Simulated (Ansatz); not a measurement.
Relaxation of n-GeGeSiSiH10 (Si₂Ge₂H₁₀) with RKS PBE-D4/def2-SVP.

```sh
$ ansatz run in.yaml --threads 4 --pin off --events-out ev --progress --plain --max-ram 4787MiB
```

```yaml
crystal:
  periodic: [false, false, false]
  atoms:
    - {symbol: Ge, position_ang: [-1.078400, -2.229540, 0.274570]}
    - {symbol: Ge, position_ang: [1.006440, -1.148070, -0.133410]}
    - {symbol: Si, position_ang: [1.200630, 1.132200, 0.441460]}
    - {symbol: Si, position_ang: [-0.528070, 2.379120, -0.474380]}
    - {symbol: H, position_ang: [-2.181050, -1.795770, -0.651090]}
    - {symbol: H, position_ang: [-1.083530, -3.727780, 0.170650]}
    - {symbol: H, position_ang: [-1.647340, -1.960990, 1.641460]}
    - {symbol: H, position_ang: [2.069950, -2.036580, 0.484020]}
    - {symbol: H, position_ang: [1.294470, -1.386130, -1.604250]}
    - {symbol: H, position_ang: [1.229660, 1.200960, 1.909980]}
    - {symbol: H, position_ang: [2.533360, 1.581100, 0.016800]}
    - {symbol: H, position_ang: [-1.745230, 1.569030, -0.606370]}
    - {symbol: H, position_ang: [-0.870870, 3.544350, 0.343610]}
    - {symbol: H, position_ang: [-0.200040, 2.878100, -1.813040]}
basis:
  gaussian: {orbitals: def2-SVP}
hamiltonian: {xc: pbe, dispersion: d4}
scf: {lower_state_search: "off"}
output: {orbitals: {seedname: orbitals}}
relax: {f_tol: 0.02, max_steps: 100}
```

Run time 17 s (4 threads of Intel Xeon on a shared host).

Positions (Å) and forces (eV/Å) at steps 1, 2, 3, 4, 5, 6, 7, 8, 9, 10, 13, 15 of 15:

```xyz
14
step=1 energy=-128909.4579 eV
Ge   -1.078   -2.230    0.275   -0.149    0.211    0.116
Ge    1.006   -1.148   -0.133   -0.042   -0.147   -0.114
Si    1.201    1.132    0.441   -0.154   -0.288   -0.069
Si   -0.528    2.379   -0.474    0.106   -0.089    0.061
H    -2.181   -1.796   -0.651   -0.523    0.414   -0.693
H    -1.084   -3.728    0.171    0.326   -0.921   -0.147
H    -1.647   -1.961    1.641   -0.163    0.277    0.895
H     2.070   -2.037    0.484    0.509   -0.219    0.539
H     1.294   -1.386   -1.604    0.026    0.114   -0.763
H     1.230    1.201    1.910   -0.157    0.076    0.684
H     2.533    1.581    0.017    0.577    0.288   -0.332
H    -1.745    1.569   -0.606   -0.541   -0.485   -0.003
H    -0.871    3.544    0.344   -0.100    0.596    0.509
H    -0.200    2.878   -1.813    0.285    0.172   -0.682
14
step=2 energy=-128909.7383 eV
Ge   -1.164   -2.172    0.301    0.210   -0.139   -0.097
Ge    1.033   -1.230   -0.197    0.030    0.135    0.141
Si    1.197    1.065    0.455   -0.070    0.000   -0.121
Si   -0.549    2.337   -0.469    0.179   -0.149    0.047
H    -2.213   -1.663   -0.720   -0.017   -0.007    0.003
H    -0.982   -3.708    0.144   -0.175    0.000    0.035
H    -1.652   -1.851    1.736    0.030    0.016    0.009
H     2.150   -2.007    0.568   -0.096   -0.047   -0.101
H     1.297   -1.342   -1.728    0.004   -0.040    0.049
H     1.142    1.187    1.949    0.021   -0.055    0.139
H     2.517    1.592   -0.022    0.149    0.114    0.009
H    -1.764    1.471   -0.574   -0.190   -0.049   -0.025
H    -0.858    3.520    0.391   -0.063    0.164    0.075
H    -0.156    2.802   -1.835   -0.013    0.057   -0.163
14
step=3 energy=-128909.7609 eV
Ge   -1.149   -2.224    0.291    0.036   -0.001   -0.009
Ge    1.027   -1.209   -0.175    0.065   -0.075   -0.035
Si    1.219    1.097    0.453   -0.066   -0.039    0.030
Si   -0.541    2.358   -0.478    0.002   -0.015    0.019
H    -2.205   -1.706   -0.721   -0.007    0.011    0.024
H    -1.052   -3.772    0.151    0.004    0.088    0.009
H    -1.620   -1.886    1.730   -0.013    0.001   -0.005
H     2.124   -2.036    0.562   -0.018    0.023   -0.039
H     1.287   -1.341   -1.704    0.020   -0.011    0.010
H     1.172    1.175    1.958   -0.018    0.017   -0.003
H     2.546    1.651   -0.002   -0.002   -0.013    0.006
H    -1.783    1.511   -0.582   -0.006   -0.011    0.014
H    -0.854    3.556    0.376    0.000    0.033   -0.004
H    -0.170    2.826   -1.859    0.003   -0.008   -0.017
14
step=4 energy=-128909.7740 eV
Ge   -1.134   -2.188    0.284    0.044   -0.008   -0.033
Ge    1.057   -1.217   -0.205    0.002   -0.004   -0.018
Si    1.200    1.080    0.476   -0.018   -0.031   -0.018
Si   -0.550    2.336   -0.477   -0.007   -0.029    0.007
H    -2.201   -1.653   -0.707    0.005    0.019    0.003
H    -1.067   -3.733    0.143   -0.008    0.006    0.001
H    -1.584   -1.847    1.727    0.002    0.018    0.026
H     2.156   -2.051    0.517   -0.012    0.010   -0.002
H     1.318   -1.337   -1.735   -0.006    0.014    0.020
H     1.102    1.136    1.979   -0.013   -0.008    0.010
H     2.533    1.659    0.074    0.005    0.009    0.007
H    -1.808    1.505   -0.495    0.006    0.022    0.006
H    -0.814    3.592    0.310    0.003    0.004   -0.002
H    -0.207    2.718   -1.892   -0.003   -0.022   -0.007
14
step=5 energy=-128909.7803 eV
Ge   -1.112   -2.142    0.272    0.018   -0.006   -0.034
Ge    1.091   -1.222   -0.244   -0.010    0.080   -0.002
Si    1.182    1.058    0.504    0.029   -0.019    0.017
Si   -0.564    2.295   -0.477   -0.072    0.081   -0.055
H    -2.186   -1.572   -0.692    0.023    0.008    0.000
H    -1.087   -3.685    0.130   -0.026   -0.043   -0.002
H    -1.526   -1.787    1.724    0.016    0.013    0.018
H     2.190   -2.062    0.465   -0.001   -0.015    0.011
H     1.349   -1.314   -1.777   -0.018    0.014    0.029
H     1.002    1.057    2.004    0.012   -0.002   -0.051
H     2.517    1.692    0.187   -0.059   -0.024    0.018
H    -1.859    1.514   -0.371    0.140    0.100   -0.012
H    -0.738    3.632    0.218    0.007   -0.155   -0.103
H    -0.259    2.537   -1.943   -0.059   -0.031    0.167
14
step=6 energy=-128909.7840 eV
Ge   -1.109   -2.148    0.267    0.003   -0.005   -0.018
Ge    1.091   -1.220   -0.243   -0.018    0.024    0.005
Si    1.181    1.056    0.510    0.030    0.026    0.007
Si   -0.559    2.299   -0.473   -0.079    0.047   -0.058
H    -2.178   -1.572   -0.699    0.011    0.008    0.001
H    -1.092   -3.692    0.125   -0.015   -0.023   -0.002
H    -1.520   -1.789    1.719    0.007    0.006    0.011
H     2.187   -2.064    0.467    0.006   -0.004    0.005
H     1.346   -1.310   -1.775   -0.004    0.021    0.015
H     1.004    1.063    2.009    0.006   -0.015   -0.029
H     2.515    1.685    0.190   -0.026   -0.011    0.013
H    -1.852    1.526   -0.350    0.063    0.045   -0.001
H    -0.738    3.644    0.193    0.028   -0.092   -0.037
H    -0.276    2.522   -1.940   -0.015   -0.028    0.087
14
step=7 energy=-128909.7876 eV
Ge   -1.106   -2.147    0.261    0.004   -0.002   -0.004
Ge    1.092   -1.211   -0.239    0.008   -0.004    0.002
Si    1.178    1.059    0.524   -0.003   -0.001    0.007
Si   -0.562    2.285   -0.476   -0.005    0.011   -0.008
H    -2.170   -1.543   -0.693   -0.001    0.004    0.000
H    -1.108   -3.690    0.095   -0.003    0.002   -0.002
H    -1.508   -1.805    1.720    0.002   -0.002    0.001
H     2.194   -2.059    0.457    0.000   -0.002   -0.003
H     1.344   -1.273   -1.772   -0.001    0.000    0.000
H     0.994    1.057    2.020   -0.001    0.002    0.002
H     2.511    1.691    0.213   -0.002    0.000    0.001
H    -1.861    1.543   -0.302   -0.001   -0.001    0.007
H    -0.702    3.651    0.140    0.004    0.001   -0.005
H    -0.298    2.442   -1.950   -0.002   -0.008    0.001
14
step=8 energy=-128909.7891 eV
Ge   -1.098   -2.139    0.250   -0.012   -0.005    0.002
Ge    1.103   -1.204   -0.242    0.011   -0.019    0.001
Si    1.171    1.056    0.547    0.001    0.018    0.002
Si   -0.565    2.268   -0.476   -0.018    0.019   -0.031
H    -2.160   -1.500   -0.685    0.005   -0.004    0.008
H    -1.128   -3.679    0.056    0.007    0.025   -0.001
H    -1.484   -1.815    1.719   -0.001   -0.010   -0.010
H     2.208   -2.062    0.436   -0.006    0.005   -0.003
H     1.348   -1.238   -1.776    0.002   -0.002    0.001
H     0.965    1.049    2.041    0.002   -0.004    0.005
H     2.501    1.703    0.256    0.007   -0.006    0.000
H    -1.873    1.563   -0.217    0.026    0.032   -0.012
H    -0.654    3.676    0.058   -0.001   -0.050   -0.026
H    -0.334    2.321   -1.967   -0.022    0.000    0.063
14
step=9 energy=-128909.7896 eV
Ge   -1.095   -2.134    0.246   -0.013   -0.034    0.002
Ge    1.106   -1.198   -0.237    0.003   -0.019    0.007
Si    1.167    1.059    0.558    0.004   -0.023   -0.010
Si   -0.568    2.261   -0.476   -0.013    0.047   -0.036
H    -2.159   -1.481   -0.678    0.009   -0.004    0.007
H    -1.121   -3.672    0.026   -0.004    0.033    0.002
H    -1.484   -1.838    1.720    0.009   -0.007   -0.019
H     2.214   -2.059    0.435   -0.013    0.006   -0.001
H     1.352   -1.222   -1.772   -0.001   -0.006   -0.002
H     0.961    1.046    2.050   -0.007    0.006    0.019
H     2.503    1.692    0.269    0.009    0.028   -0.006
H    -1.888    1.593   -0.182    0.026    0.007    0.002
H    -0.627    3.686    0.012   -0.002   -0.034   -0.017
H    -0.362    2.267   -1.971   -0.007   -0.001    0.051
14
step=10 energy=-128909.7902 eV
Ge   -1.097   -2.138    0.243   -0.016   -0.024    0.009
Ge    1.104   -1.198   -0.234    0.017   -0.012    0.002
Si    1.170    1.060    0.559   -0.021    0.003   -0.013
Si   -0.565    2.261   -0.476   -0.011    0.021   -0.014
H    -2.161   -1.478   -0.674    0.007   -0.003    0.006
H    -1.121   -3.674    0.009   -0.001    0.029    0.000
H    -1.485   -1.856    1.720    0.009   -0.006   -0.018
H     2.211   -2.059    0.440   -0.010    0.002   -0.001
H     1.352   -1.223   -1.768    0.001   -0.006   -0.003
H     0.962    1.051    2.051   -0.003    0.005    0.022
H     2.499    1.708    0.269    0.021    0.003   -0.006
H    -1.885    1.605   -0.164    0.007    0.000    0.002
H    -0.614    3.692   -0.005    0.001   -0.011   -0.007
H    -0.370    2.248   -1.971   -0.002    0.000    0.021
14
step=13 energy=-128909.7912 eV
Ge   -1.096   -2.153    0.228   -0.010    0.008    0.009
Ge    1.107   -1.198   -0.212   -0.004    0.011    0.002
Si    1.166    1.072    0.559    0.002   -0.003   -0.002
Si   -0.572    2.271   -0.479   -0.010   -0.016    0.020
H    -2.164   -1.431   -0.637    0.007   -0.005    0.009
H    -1.133   -3.670   -0.101    0.002    0.013    0.000
H    -1.466   -1.960    1.724    0.003   -0.005   -0.020
H     2.199   -2.051    0.492    0.007   -0.003    0.003
H     1.386   -1.237   -1.742   -0.001    0.000    0.007
H     0.966    1.085    2.054    0.003    0.000   -0.016
H     2.501    1.707    0.255   -0.017   -0.006    0.002
H    -1.895    1.666   -0.083    0.020    0.011   -0.009
H    -0.565    3.724   -0.082   -0.002   -0.005    0.000
H    -0.433    2.175   -1.975   -0.001    0.001   -0.006
14
step=15 energy=-128909.7915 eV
Ge   -1.096   -2.148    0.229   -0.004   -0.005   -0.005
Ge    1.111   -1.202   -0.203    0.001    0.006   -0.001
Si    1.165    1.071    0.553    0.011    0.000    0.003
Si   -0.576    2.267   -0.480   -0.007   -0.002   -0.001
H    -2.162   -1.405   -0.621    0.005   -0.001    0.005
H    -1.140   -3.658   -0.129   -0.003    0.003    0.001
H    -1.462   -1.983    1.728    0.002    0.000   -0.003
H     2.200   -2.053    0.511   -0.002    0.003    0.000
H     1.398   -1.250   -1.731   -0.001   -0.002    0.002
H     0.973    1.090    2.048   -0.001    0.003   -0.006
H     2.495    1.710    0.239   -0.003   -0.003    0.002
H    -1.899    1.663   -0.088    0.001   -0.001    0.000
H    -0.568    3.718   -0.077    0.001    0.000    0.000
H    -0.439    2.179   -1.978    0.002    0.000    0.003
```

Another isomer (singlet) lies 0.11 eV lower at PBE0-D4/def2-TZVP; other spin states weren't run for this one.
